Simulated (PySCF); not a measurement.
Run record: excited-state job, Ga(SMe)3, `C[S][Ga]([S]C)[S]C`.

Method: TDDFT PBE0/def2-SVPD, vertical, gas phase, core orbitals frozen in the response (PySCF 2.14.0, density-fitted response routines). Geometry: PBE0-D3(BJ)/def2-SVP. A driver script takes a list of jobs; this job's settings line and coordinates (Å) are shown.

Command:
```bash
OMP_NUM_THREADS=1 python probes_run.py task.json out
```

Input:
```
{"job": {"kind": "uv", "xc": "PBE0", "basis": "def2-SVPD", "ip": false, "nstates": 15}, "charge": 0, "multiplicity": 1}
Ga     0.000406     0.007383    -0.006542
S      2.052772    -0.764563    -0.015022
C      2.746678     0.152124    -1.434465
H      2.228882    -0.101371    -2.369248
H      3.799236    -0.149581    -1.519285
H      2.701890     1.237709    -1.273910
S     -0.644165     1.498435    -1.478817
C     -2.377836     1.731499    -0.951350
H     -2.807322     2.498666    -1.609602
H     -2.439299     2.082502     0.087561
H     -2.958359     0.805573    -1.059914
S     -1.431844    -0.717746     1.487151
C     -0.374747    -1.893514     2.402026
H      0.455216    -1.379903     2.905542
H      0.025875    -2.674130     1.741212
H     -1.011724    -2.366990     3.161105
```

Question: Estimate the output.

Answer: 
```
coarse grid: 64152 points
cycle   1  E = -3237.7105687584  dE = -1.290e-01  |g| = 5.850e-01  |ddm| = 4.910e+00
cycle   2  E = -3237.6622199768  dE =  4.835e-02  |g| = 8.076e-01  |ddm| = 1.842e+00
cycle   3  E = -3237.7724234383  dE = -1.102e-01  |g| = 6.483e-02  |ddm| = 1.171e+00
cycle   4  E = -3237.7736721743  dE = -1.249e-03  |g| = 1.981e-02  |ddm| = 1.389e-01
cycle   5  E = -3237.7738046100  dE = -1.324e-04  |g| = 4.444e-03  |ddm| = 4.186e-02
cycle   6  E = -3237.7738104202  dE = -5.810e-06  |g| = 9.248e-04  |ddm| = 7.862e-03
final grid: 130504 points
cycle   7  E = -3237.7737968554  dE =  4.402e-08  |g| = 1.084e-03  |ddm| = 5.305e-03
cycle   8  E = -3237.7737966210  dE =  2.345e-07  |g| = 1.383e-03  |ddm| = 3.250e-03
cycle   9  E = -3237.7737971672  dE = -5.462e-07  |g| = 1.549e-04  |ddm| = 1.916e-03
cycle  10  E = -3237.7737971705  dE = -3.326e-09  |g| = 1.251e-05  |ddm| = 1.729e-04
cycle  11  E = -3237.7737971705  dE = -2.456e-11  |g| = 4.337e-06  |ddm| = 2.819e-05
converged SCF energy = -3237.7737971705

Static polarisability (au): isotropic 132.593, principal 93.003 152.076 152.699

Singlet excitations
state   eV       nm        f      main configurations
  1   4.9769    249.1   0.00001   H->L 0.92
  2   4.9779    249.1   0.00001   H-1->L 0.92
  3   5.3060    233.7   0.05603   H->L+1 0.91
  4   5.3108    233.5   0.05665   H-1->L+1 0.91
  5   5.5797    222.2   0.00912   H-1->L+2 0.41, H->L+3 0.35, H-2->L 0.20
  6   5.7755    214.7   0.00595   H->L+2 0.54, H-1->L+3 0.23
  7   5.7857    214.3   0.00244   H-1->L+2 0.44, H->L+3 0.37
  8   5.8076    213.5   0.04919   H-2->L 0.54, H-1->L+3 0.26, H->L+3 0.13
  9   6.0504    204.9   0.00002   H-2->L+1 0.93
 10   6.0749    204.1   0.00028   H-1->L+3 0.40, H->L+2 0.36, H-2->L 0.15
 11   6.1374    202.0   0.00003   H-3->L+1 0.95
 12   6.1544    201.5   0.00002   H-4->L+1 0.95
 13   6.4609    191.9   0.29698   H-3->L 0.90
 14   6.4825    191.3   0.31156   H-4->L 0.90
 15   6.5228    190.1   0.00009   H-2->L+2 0.71, H->L+4 0.09

Triplet excitations (Tamm-Dancoff, eV): 4.6987 4.6993 4.7082 4.7111
```

The SCF starts on a coarse grid where the log names one; the energy can jump when the final grid takes over, and dE then counts from the start density on the new grid. H and L stand for HOMO and LUMO; the number after each pair is its weight.

Question: Give the mean polarisability as a volume in Å³, and the ratio of the largest to the smallest principal value.

Answer: 132.593 au × 0.148185 = 19.65 Å³; 152.699/93.003 = 1.64.

Question: Give S1 in cm⁻¹ and kJ/mol.

Answer: 4.9769 eV × 8065.54 = 40141 cm⁻¹; × 96.485 = 480.2 kJ/mol.

Main results: HOMO -6.97 eV, LUMO -0.74 eV; lowest singlet 4.98 eV; lowest triplet 4.70 eV (Tamm–Dancoff); mean polarisability 132.6 au.

 Relativistic effects, spin–orbit coupling among them, are left out although an element past zinc is present.

Question: Estimate the wall time. Hardware: one thread of an Intel Xeon at 2.50 GHz (shared host). And the peak memory of the process?

Answer: About 3.3 min (density and orbital grids were written too), with 1.2 GiB resident at the peak, the Python interpreter and its libraries included.

One conformer stands for the species.
Labels such as C1 count atoms from 1, the log's own numbers from 0.
